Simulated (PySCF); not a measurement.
AlI₂, SMILES [I][Al+][I], charge +1.

Geometry optimised at B3LYP-D3(BJ)/def2-SVP. The spin state was assumed, not searched. The isomer is the one that the SMILES or the coordinates give; other isomers of the formula were not compared. The def2 effective core potentials stand for the cores of I; spin–orbit coupling is left out.

These are IEF-PCM-M06-2X/def2-SVP (PySCF) values and carry that method's errors.

The values are the electrostatic part of the solvation free energy, E(continuum) − E(gas) at the gas-phase geometry, in a cavity of scaled van der Waals radii (PySCF's table); cavitation and dispersion terms are not included. A continuum can't describe solvent molecules that bind to the metal. In vacuum the orbital gap is 6.97 eV.

| solvent | ε | ΔG(elec) (kcal/mol) | gap (eV) |
|---|---|---|---|
| water | 78.36 | -64.7 | 7.22 |
| cyclohexanone | 15.62 | -60.9 | 7.20 |
| N,N-dimethylformamide | 37.22 | ___ | ___ |

**Question.** Fill in the missing entries. (An estimate is asked for; the answer gives what the named calculation found.)

**Answer.** 
- N,N-dimethylformamide, ΔG(elec) (kcal/mol): -63.6
- N,N-dimethylformamide, gap (eV): 7.22
